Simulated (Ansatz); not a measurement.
C$_{3}$H$_{6}$FNSi (`C=C=C(F)N[SiH3]`), relaxed with RKS PBE-D4/def2-SVP in Ansatz 0.2.0 from a rough embedded geometry. The force threshold is 0.03 eV/Å; the program also tests the step.

The species carries charge 0 and has multiplicity 1.

Start:

```xyz
12

C    -1.476   -0.673   -1.767
C    -1.249   -0.163   -0.607
C    -1.000    0.315    0.559
F    -2.021    0.583    1.472
N     0.281    0.508    1.060
Si    1.801    0.159    0.538
H    -2.255   -1.389   -1.918
H    -0.962   -0.229   -2.612
H     0.188    0.767    2.047
H     2.045   -1.306    0.771
H     1.921    0.483   -0.911
H     2.728    0.945    1.369
```

Task: By how much does the energy fall, and how many steps does the optimiser take? (Estimate.)

Result: The calculation gave: 119.42 kJ/mol, in 15 steps, 4 of them rejected.

Task: Which bonds change most? (Estimate.)

Result: Computed: N5–Si6 from 1.645 to 1.766 Å; C2–C3 from 1.284 to 1.328 Å; C1–H7 from 1.069 to 1.108 Å; C3–F4 from 1.396 to 1.359 Å.

Task: Give the relaxed structure. (Estimate.)

Result: Ansatz gave: 
```xyz
12

C    -1.427   -0.799   -1.702
C    -1.248   -0.185   -0.549
C    -1.007    0.469    0.582
F    -1.979    1.202    1.185
N     0.207    0.538    1.250
Si    1.756    0.157    0.494
H    -1.887   -1.804   -1.767
H    -1.138   -0.337   -2.667
H     0.122    0.556    2.271
H     1.912   -1.297    0.128
H     1.899    0.986   -0.748
H     2.790    0.514    1.523
```
